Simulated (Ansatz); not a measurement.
Basis sets compared for TaSF3. Charge 0, multiplicity 1. Geometry PBE0-D4/def2-SVP. Ansatz on 4 threads of Arm Neoverse V2 on a shared host; times are rough, and most runs start from earlier orbitals.

```tsv
atom	x (Å)	y (Å)	z (Å)
Ta1	-0.012	-0.086	0.034
S2	0.250	1.899	-0.744
F3	-0.452	0.073	1.840
F4	1.602	-0.995	-0.195
F5	-1.388	-0.892	-0.935
```

In the def2 sets Ta takes a core potential; there is no spin–orbit coupling.

Binding counts from free atoms (Ta quartet, S triplet, F doublet) in the same basis, without a counterpoise term.

```csv
level,functions,energy (Eh),HOMO (eV),LUMO (eV),binding per atom (eV),wall time
PBE-D4/def2-SVP,92,-754.2525,-7.12,-2.94,5.33,0.8 s
PBE-D4/def2-TZVP,170,-754.7704,-7.14,-2.97,5.27,1.4 s
r2SCAN-D4/def2-TZVP (with forces),170,-755.0657,-7.45,-2.89,5.12,3.7 s
PBE0-D4/def2-SVP,92,-754.2171,-8.42,-2.25,4.98,1.1 s
PBE0-D4/def2-TZVP,170,-754.7374,-8.38,-2.21,4.97,1.9 s
```

(1) Estimate the rows for PBE-D4/def2-TZVPD, r2SCAN-D4/def2-TZVPD, PBE0-D4/def2-TZVPD.

## Answers

(1) 
```
               level  functions  energy (Eh)  HOMO (eV)  LUMO (eV)  binding per atom (eV)  wall time
   PBE-D4/def2-TZVPD        209    -754.7740      -7.18      -3.02                   5.26      2.1 s
r2SCAN-D4/def2-TZVPD        209    -755.0692      -7.45      -2.90                   5.12      4.6 s
  PBE0-D4/def2-TZVPD        209    -754.7409      -8.39      -2.24                   4.97      3.1 s
```
